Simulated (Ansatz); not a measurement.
Gas-phase electronic energies from Ansatz, PBE0-D4/def2-TZVP geometries. CBS: MP2 limit from def2 TZ/QZ plus the TZ coupled-cluster correction, frozen cores. DFT in def2-TZVPP. Each species was taken in one conformer, which may not be the lowest.

Reaction (silylene formation by 1,1-elimination): `C[Si](C)(C)N` → `C[Si]C` + CH₃NH₂

```json
{"level": "PBE-D4", "ΔE (kJ/mol)": "358.4", "difference from CCSD(T)/CBS": "-12.7"}
{"level": "r2SCAN0-D4", "ΔE (kJ/mol)": "391.6", "difference from CCSD(T)/CBS": "20.5"}
{"level": "BHLYP-D4", "ΔE (kJ/mol)": "377.1", "difference from CCSD(T)/CBS": "6.0"}
{"level": "ωB97X-V", "ΔE (kJ/mol)": "376.3", "difference from CCSD(T)/CBS": "5.2"}
{"level": "ωB97M-V", "ΔE (kJ/mol)": "367.9", "difference from CCSD(T)/CBS": "-3.2"}
{"level": "HF/def2-SVP", "ΔE (kJ/mol)": "332.2", "difference from CCSD(T)/CBS": "-38.9"}
{"level": "HF/def2-TZVPP", "ΔE (kJ/mol)": "350.4", "difference from CCSD(T)/CBS": "-20.7"}
{"level": "CCSD/def2-TZVPP", "ΔE (kJ/mol)": "361.8", "difference from CCSD(T)/CBS": "-9.3"}
{"level": "CCSD(T)/def2-TZVPP", "ΔE (kJ/mol)": "364.4", "difference from CCSD(T)/CBS": "-6.7"}
{"level": "MP2/def2-QZVPP", "ΔE (kJ/mol)": "391.5", "difference from CCSD(T)/CBS": "20.4"}
{"level": "CCSD(T)/CBS", "ΔE (kJ/mol)": "371.1", "difference from CCSD(T)/CBS": "0"}
```

(1) What do rigid-rotor, harmonic-oscillator terms from PBE0-D4/def2-TZVP frequencies (298.15 K, 1 bar) make of the CCSD(T)/CBS value? (Estimate.)

Largest T1 diagnostic among the species: 0.012.

Answers

(1) The calculation gave: ΔZPE = -3.5 kJ/mol, ΔH = +369.2 kJ/mol, ΔS = 161 J/(mol·K), ΔG = +321.2 kJ/mol.

The D4 term adds +19.0 kJ/mol with B3LYP and +11.0 kJ/mol with PBE0; it sums over pairs of atoms, weighted by their polarisabilities, and B3LYP, whose exchange is more repulsive, gets the larger term. From r2SCAN to r2SCAN0 (25 % exact exchange), in def2-TZVPP and without D4, ΔE moves by +4.1 kJ/mol. Leaving LDA and LC-ωPBE aside and taking each functional with its dispersion term where it has one, the values, not all of them listed here, spread over 45.0 kJ/mol, from BLYP-D4 to r2SCAN0-D4. LDA lies +38.6 kJ/mol from PBE without D4.

B3LYP here is the variant with VWN-RPA as its local correlation; programs differ in this.
